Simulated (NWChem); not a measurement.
System: thiourea (CH4N2S); SMILES NC(N)=S

The following NWChem deck was run.

```
start job
memory heap 200 mb stack 900 mb global 1100 mb
geometry units angstroms noautoz
  N     -0.017614     1.146869    -1.032692
  C      0.000000     0.000000    -0.308855
  N      0.017614    -1.146869    -1.032692
  S      0.000000     0.000000     1.354378
  H      0.232937     1.159486    -2.013027
  H      0.078263     2.005233    -0.508677
  H     -0.232937    -1.159486    -2.013027
  H     -0.078263    -2.005233    -0.508677
end
basis spherical
  * library def2-svpd
end
dft
  xc pbe0
  iterations 150
end
tddft
  cis
  nroots 6
  notriplet
end
task tddft energy
```

Parts of the log:

```
             Northwest Computational Chemistry Package (NWChem) 7.3.0
             --------------------------------------------------------

 C2  symmetry detected

                             Geometry "geometry" -> ""
                             -------------------------

 Output coordinates in angstroms (scale by  1.889725989 to convert to a.u.)

  No.       Tag          Charge          X              Y              Z
 ---- ---------------- ---------- -------------- -------------- --------------
    1 N                    7.0000    -0.02473222     1.14673758    -1.04058755
    2 C                    6.0000     0.00000000     0.00000000    -0.31675055
    3 N                    7.0000     0.02473222    -1.14673758    -1.04058755
    4 S                   16.0000     0.00000000     0.00000000     1.34648245
    5 H                    1.0000     0.22573564     1.16090949    -2.02092255
    6 H                    1.0000     0.06581511     2.00568015    -0.51657255
    7 H                    1.0000    -0.22573564    -1.16090949    -2.02092255
    8 H                    1.0000    -0.06581511    -2.00568015    -0.51657255

 Effective nuclear repulsion energy (a.u.)     157.7028417171

      Symmetry information
      --------------------

 Group name             C2
 Group number              4
 Group order               2
 No. of unique centers     5

                                 NWChem DFT Module
                                 -----------------

 Summary of "ao basis" -> "ao basis" (spherical)
 ------------------------------------------------------------------------------
       Tag                 Description            Shells   Functions and Types
 ---------------- ------------------------------  ------  ---------------------
 N                         def2-svpd                 8       20   4s2p2d
 C                         def2-svpd                 8       20   4s2p2d
 S                         def2-svpd                11       27   5s4p2d
 H                         def2-svpd                 4        8   2s2p

      Symmetry analysis of basis
      --------------------------

        a          63
        b          56

            General Information
            -------------------
          SCF calculation type: DFT
          Wavefunction type:  closed shell.
          No. of atoms     :     8
          No. of electrons :    40
           Alpha electrons :    20
            Beta electrons :    20
          Charge           :     0
          Spin multiplicity:     1
          Use of symmetry is: off; symmetry adaption is: on
          Maximum number of iterations: 150
          AO basis - number of functions:   119
                     number of shells:    51
          Convergence on energy requested:  1.00D-06
          Convergence on density requested:  1.00D-05
          Convergence on gradient requested:  5.00D-04

              XC Information
              --------------
                         PBE0 Method XC Functional
                     Hartree-Fock (Exact) Exchange  0.250
          PerdewBurkeErnzerhof Exchange Functional  0.750
            Perdew 1991 LDA Correlation Functional  1.000 local
           PerdewBurkeErnz. Correlation Functional  1.000 non-local

             Grid Information
             ----------------
          Grid used for XC integration:  medium
          Radial quadrature: Mura-Knowles
          Angular quadrature: Lebedev.
          Tag              B.-S. Rad. Rad. Pts. Rad. Cut. Ang. Pts.
          ---              ---------- --------- --------- ---------
          N                   0.65       49          11.0       434
          C                   0.70       49          10.0       434
          S                   1.00       88          11.0       590
          H                   0.35       45          12.0       434
          Grid pruning is: on
          Number of quadrature shells:   415
          Spatial weights used:  Erf1

      Superposition of Atomic Density Guess
      -------------------------------------

 Sum of atomic energies:        -545.46292293

      Non-variational initial energy
      ------------------------------

 Total energy =    -547.641414
 1-e energy   =   -1061.923707
 2-e energy   =     356.579451
 HOMO         =      -0.299938
 LUMO         =       0.031864

      Symmetry analysis of molecular orbitals - initial
      -------------------------------------------------

  Numbering of irreducible representations:

     1 a           2 b

  Orbital symmetries:

     1 a           2 a           3 b           4 a           5 a
     6 a           7 b           8 b           9 a          10 b
    11 a          12 a          13 a          14 b          15 b
    16 b          17 a          18 a          19 b          20 b
    21 b          22 a          23 a          24 b          25 a
    26 b          27 b          28 a          29 a          30 b

 !! scf_movecs_sym_adapt:   46 vectors were symmetry contaminated

  Symmetry fudging

 !! scf_movecs_sym_adapt:    2 vectors were symmetry contaminated

   convergence    iter        energy       DeltaE   RMS-Dens  Diis-err
 ---------------- ----- ----------------- --------- --------- ---------
 d= 0,ls=0.0,diis     1   -547.6156163606 -7.05D+02  1.58D-02  6.53D-01

 !! scf_movecs_sym_adapt:   51 vectors were symmetry contaminated

  Symmetry fudging
 d= 0,ls=0.0,diis     2   -547.4928880538  1.23D-01  1.11D-02  1.49D+00

 !! scf_movecs_sym_adapt:   41 vectors were symmetry contaminated

  Symmetry fudging
 d= 0,ls=0.0,diis     3   -547.6954167857 -2.03D-01  2.31D-03  5.85D-02

 !! scf_movecs_sym_adapt:   43 vectors were symmetry contaminated

  Symmetry fudging
 d= 0,ls=0.0,diis     4   -547.7019733696 -6.56D-03  8.95D-04  1.29D-02

 !! scf_movecs_sym_adapt:   19 vectors were symmetry contaminated

  Symmetry fudging
 d= 0,ls=0.0,diis     5   -547.7032914479 -1.32D-03  1.67D-04  2.70D-04

 !! scf_movecs_sym_adapt:    2 vectors were symmetry contaminated

  Symmetry fudging
  Resetting Diis
 d= 0,ls=0.0,diis     6   -547.7033224794 -3.10D-05  5.64D-05  2.22D-05
 d= 0,ls=0.0,diis     7   -547.7033260666 -3.59D-06  1.51D-05  6.38D-07
 d= 0,ls=0.0,diis     8   -547.7033260757 -9.06D-09  7.50D-06  5.96D-07

         Total DFT energy =     -547.703326075696
      One electron energy =    -1065.284309042478
           Coulomb energy =      405.962318727167
    Exchange-Corr. energy =      -46.084177477512
 Nuclear repulsion energy =      157.702841717127

 Numeric. integr. density =       39.999992915576

                  Occupations of the irreducible representations
                  ----------------------------------------------

                     irrep           alpha         beta
                     --------     --------     --------
                     a                11.0         11.0
                     b                 9.0          9.0

                       DFT Final Molecular Orbital Analysis
                       ------------------------------------

 Vector   18  Occ=2.000000D+00  E=-3.093895D-01  Symmetry=a
              MO Center=  9.4D-10,  1.9D-09, -1.0D+00, r^2= 2.3D+00
   Bfn.  Coefficient  Atom+Function         Bfn.  Coefficient  Atom+Function
  ----- ------------  ---------------      ----- ------------  ---------------
     5      0.431897  1 N  px                45     -0.431897  3 N  px
     4      0.353230  1 N  s                 44      0.353230  3 N  s
     8     -0.310304  1 N  px                48      0.310304  3 N  px
    24     -0.234715  2 C  s                 23     -0.141427  2 C  s
    89     -0.124309  5 H  s                105     -0.124309  7 H  s

[...]

                                NWChem TDDFT Module
                                -------------------

            General Information
            -------------------
           No. of orbitals :     238
            Alpha orbitals :     119
             Beta orbitals :     119
        Alpha frozen cores :       0
         Beta frozen cores :       0
     Alpha frozen virtuals :       0
      Beta frozen virtuals :       0
         Spin multiplicity :       1
    Number of AO functions :     119
        Use of symmetry is : off
      Symmetry adaption is : on
         Schwarz screening :  0.10D-07

              XC Information
              --------------
                  PBE0 Method XC Functional
              Hartree-Fock (Exact) Exchange   0.25
   PerdewBurkeErnzerhof Exchange Functional   0.75
     Perdew 1991 LDA Correlation Functional   1.00 local
    PerdewBurkeErnz. Correlation Functional   1.00 non-local

             TDDFT Information
             -----------------
          Calculation type : Tamm-Dancoff TDDFT
         Wavefunction type : Restricted singlets
          No. of electrons :      40
           Alpha electrons :      20
            Beta electrons :      20
              No. of roots :       6
          Max subspacesize :    5200
            Max iterations :     100
               Target root :       1
           Target symmetry : none
      Symmetry restriction : off
                 Algorithm : Optimal
        Davidson threshold :  0.10D-03

    6 smallest eigenvalue differences (eV)
--------------------------------------------------------
  No. Spin  Occ  Vir  Irrep   E(Occ)    E(Vir)   E(Diff)
--------------------------------------------------------
    1    1   20   21 a        -0.224    -0.012     5.787
    2    1   19   21 a        -0.236    -0.012     6.107
    3    1   20   22 b        -0.224     0.006     6.268
    4    1   19   22 b        -0.236     0.006     6.588
    5    1   20   23 a        -0.224     0.050     7.465
    6    1   20   24 b        -0.224     0.052     7.516
--------------------------------------------------------

  Entering Davidson iterations
  Restricted singlet excited states

  Iter   NTrls   NConv    DeltaV     DeltaE      Time
  ----  ------  ------  ---------  ---------  ---------
    1      6       0     0.15E+00   0.10+100       17.4
    2     12       0     0.23E-01   0.28E-01       17.5
    3     18       0     0.73E-02   0.80E-03       15.7
    4     24       0     0.30E-02   0.99E-04       15.5
    5     30       2     0.21E-02   0.27E-04       16.6
    6     34       3     0.24E-01   0.14E-02       13.6
    7     37       5     0.56E-02   0.18E-02       13.6
    8     38       5     0.17E-02   0.52E-04       11.0
    9     39       5     0.62E-03   0.61E-05       10.8
   10     40       5     0.16E-03   0.79E-06        9.9
   11     41       6     0.81E-04   0.57E-07       10.0
  ----  ------  ------  ---------  ---------  ---------
  Convergence criterion met

  Ground state a        -547.703326075696 a.u.

  ----------------------------------------------------------------------------
  Root   1 singlet a              0.151454733 a.u.                4.1213 eV
  ----------------------------------------------------------------------------
     Transition Moments    X  0.00000   Y  0.00000   Z -0.03765
     Dipole Oscillator Strength                    0.0001431138
     Electric Quadrupole                           0.0000000179
     Magnetic Dipole                               0.0000005372
     Total Oscillator Strength                     0.0001436690

     Occ.   19  b   ---  Virt.   21  b        0.10592
     Occ.   20  b   ---  Virt.   21  b       -0.99145
  ----------------------------------------------------------------------------
  Root   2 singlet b              0.193429597 a.u.                5.2635 eV
  ----------------------------------------------------------------------------
     Transition Moments    X  0.06927   Y  0.64742   Z -0.00000
     Dipole Oscillator Strength                    0.0546690397
     Electric Quadrupole                           0.0000000127
     Magnetic Dipole                               0.0000011484
     Total Oscillator Strength                     0.0546702009

     Occ.   18  a   ---  Virt.   21  b        0.06040
     Occ.   19  b   ---  Virt.   22  a       -0.09222
     Occ.   20  b   ---  Virt.   22  a       -0.98795
     Occ.   20  b   ---  Virt.   24  a        0.08217
  ----------------------------------------------------------------------------
  Root   3 singlet a              0.201846997 a.u.                5.4925 eV
  ----------------------------------------------------------------------------
     Transition Moments    X  0.00000   Y -0.00000   Z -1.30619
     Dipole Oscillator Strength                    0.2295852183
     Electric Quadrupole                           0.0000000637
     Magnetic Dipole                               0.0000000123
     Total Oscillator Strength                     0.2295852943

     Occ.   17  a   ---  Virt.   24  a        0.07232
     Occ.   17  a   ---  Virt.   29  a        0.05592
     Occ.   17  a   ---  Virt.   34  a        0.05895
     Occ.   19  b   ---  Virt.   21  b       -0.90941
     Occ.   19  b   ---  Virt.   27  b        0.13161
     Occ.   20  b   ---  Virt.   21  b       -0.10732
     Occ.   20  b   ---  Virt.   23  b        0.31564
     Occ.   20  b   ---  Virt.   35  b       -0.06852
     Occ.   20  b   ---  Virt.   36  b       -0.06409
  ----------------------------------------------------------------------------
  Root   4 singlet b              0.201874401 a.u.                5.4933 eV
  ----------------------------------------------------------------------------
     Transition Moments    X  0.08039   Y -0.21300   Z  0.00002
     Dipole Oscillator Strength                    0.0069757942
     Electric Quadrupole                           0.0000001017
     Magnetic Dipole                               0.0000006078
     Total Oscillator Strength                     0.0069765036

     Occ.   19  b   ---  Virt.   22  a       -0.98924
     Occ.   19  b   ---  Virt.   24  a        0.07805
     Occ.   20  b   ---  Virt.   22  a        0.08995
  ----------------------------------------------------------------------------
  Root   5 singlet b              0.232989928 a.u.                6.3400 eV
  ----------------------------------------------------------------------------
     Transition Moments    X  0.06760   Y  0.28684   Z  0.00000
     Dipole Oscillator Strength                    0.0134892788
     Electric Quadrupole                           0.0000000915
     Magnetic Dipole                               0.0000006928
     Total Oscillator Strength                     0.0134900631

     Occ.   18  a   ---  Virt.   21  b        0.08503
     Occ.   20  b   ---  Virt.   22  a        0.08531
     Occ.   20  b   ---  Virt.   24  a        0.97618
     Occ.   20  b   ---  Virt.   25  a        0.10923
     Occ.   20  b   ---  Virt.   29  a        0.06418
     Occ.   20  b   ---  Virt.   34  a        0.06595
  ----------------------------------------------------------------------------
  Root   6 singlet b              0.242151778 a.u.                6.5893 eV
  ----------------------------------------------------------------------------
     Transition Moments    X  0.25315   Y -0.05070   Z  0.00000
     Dipole Oscillator Strength                    0.0107604516
     Electric Quadrupole                           0.0000000086
     Magnetic Dipole                               0.0000002968
     Total Oscillator Strength                     0.0107607569

     Occ.   19  b   ---  Virt.   22  a        0.07792
     Occ.   19  b   ---  Virt.   24  a        0.98015
     Occ.   19  b   ---  Virt.   25  a        0.07205
     Occ.   19  b   ---  Virt.   28  a       -0.05279
     Occ.   19  b   ---  Virt.   29  a        0.09576

              Target root =      1
          Target symmetry = none
      Ground state energy =   -547.703326075696
        Excitation energy =      0.151454732909
     Excited state energy =   -547.551871342788

  stored tddft:energy   -547.55187134278765
```

Level: PBE0/def2-SVPD, TDA. Coordinates come from a PBE0/def2-SVP optimisation.
